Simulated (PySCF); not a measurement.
**Diatomic anions of Br with the second period**

PBE0 with double-zeta basis sets in PySCF, for the lowest determinant that a PBE0 search found; no spin–orbit coupling. De refers to high-spin ground-configuration atoms (the charge goes to the atom of lower measured ionisation energy or higher electron affinity, which is not always the lowest computed limit). A positive dipole points towards Br; it is taken about the centre of mass and depends on that origin.

```json
{"M": "Li", "basis": "aug-pcseg-1", "charged atom": "Br−", "state (unpaired electrons)": "doublet (σ ↑)", "Re (Å)": "2.328", "ωe (cm⁻¹)": "420", "De (eV)": "1.53", "μ (D)": "8.84"}
{"M": "Be", "basis": "def2-SVPD", "charged atom": "Br−", "state (unpaired electrons)": "singlet (closed shell)", "Re (Å)": "2.229", "ωe (cm⁻¹)": "376", "De (eV)": "1.17", "μ (D)": "7.50"}
{"M": "B", "basis": "aug-cc-pVDZ/aug-cc-pVDZ-PP", "charged atom": "Br−", "state (unpaired electrons)": "doublet (π ↑)", "Re (Å)": "2.110", "ωe (cm⁻¹)": "407", "De (eV)": "1.47", "μ (D)": "6.17"}
{"M": "C", "basis": "aug-pcseg-1", "charged atom": "Br−", "state (unpaired electrons)": "triplet (π ↑↑)", "Re (Å)": "2.066", "ωe (cm⁻¹)": "414", "De (eV)": "1.71", "μ (D)": "4.44"}
{"M": "F", "basis": "aug-pcseg-1", "charged atom": "F−", "state (unpaired electrons)": "doublet (σ ↑)", "Re (Å)": "2.307", "ωe (cm⁻¹)": "283", "De (eV)": "1.93", "μ (D)": "2.84"}
```

The shortest bond is that of CBr⁻ (2.066 Å), the longest that of LiBr⁻ (2.328 Å). BrF⁻ is bound most strongly (1.93 eV) and BeBr⁻ least (1.17 eV).

The rows differ in basis set, which adds steps of its own.

The state changes along the series, so neighbouring rows are not always alike in their bonding.

Spin–orbit coupling is left out. For an ion De counts to the pair picked by the measured ionisation energies or electron affinities, which need not be the lowest pair at this level. The highest Kohn–Sham level is positive in some of these anions. Much of that is self-interaction error, but it also means that the finite basis helps to hold the extra electron. States were picked by a PBE0 search and need not be the measured ground states.
